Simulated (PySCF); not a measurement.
Compound: C₈H₁₀.
Geometry (GFN2-xTB, Å), atoms numbered from 1 in this order:
```
atom  x, y, z in Å
C1     3.739   -0.876   -0.495
C2     2.614   -0.455   -0.467
C3     1.288    0.011   -0.431
C4     0.887    1.282   -0.442
C5    -0.601    1.397   -0.360
C6    -1.099   -0.037   -0.630
C7    -2.328   -0.405    0.189
C8     0.117   -0.936   -0.337
H9     4.726   -1.230   -0.524
H10    1.531    2.145   -0.474
H11   -0.895    1.730    0.641
H12   -1.003    2.118   -1.074
H13   -1.347   -0.125   -1.693
H14   -3.158    0.255   -0.054
H15   -2.118   -0.316    1.253
H16   -2.632   -1.429   -0.017
H17    0.203   -1.768   -1.036
H18    0.066   -1.354    0.673
```

Vertical excitations from PySCF (density fitting, frozen core in the response, grid level 2 and gas phase unless stated; continuum runs use non-equilibrium linear response for the excitations) on a GFN2-xTB geometry. Reference run:

```tsv
settings	S1, eV (f)	S2, eV (f)	S3, eV (f)	S4, eV (f)	S5, eV (f)	S6, eV (f)	T1, eV (Tamm–Dancoff)	mean α (au)
PBE0/def2-SVPD, full TDDFT, 6 singlets	5.46 (0.120)	5.54 (0.191)	6.14 (0.002)	6.31 (0.003)	6.93 (0.016)	6.94 (0.031)	3.35	93.4
```

**Question.** What do these settings give: PBE0/cc-pVDZ, IEF-PCM chloroform, full TDDFT, 1 singlet?

**Answer.** 
```json
{"settings": "PBE0/cc-pVDZ, IEF-PCM chloroform, full TDDFT, 1 singlet", "S1, eV (f)": "5.50 (0.342)", "S2, eV (f)": "–", "S3, eV (f)": "–", "S4, eV (f)": "–", "S5, eV (f)": "–", "S6, eV (f)": "–", "T1, eV (Tamm–Dancoff)": "–", "mean α (au)": "102.5"}
```

S1 moves by +0.04 eV; basis and environment change together, so the shift can't be laid on one. States are counted by energy in each run and needn't keep their character from row to row.

**Question.** Which orbital pairs make up S1 in each run, and how does it sit against the orbital gap?

**Answer.** 
```
                                               settings  S1 configurations (weight)  S1 (eV)  orbital gap (eV)  S1 − gap (eV)
                 PBE0/def2-SVPD, full TDDFT, 6 singlets        H−1→L 0.56, H→L 0.38     5.46              6.02          -0.56
PBE0/cc-pVDZ, IEF-PCM chloroform, full TDDFT, 1 singlet        H→L 0.79, H−1→L 0.13     5.50              6.11          -0.61
```

One conformer (not necessarily the lowest) at the GFN2-xTB geometry, without vibrations or thermal averaging.
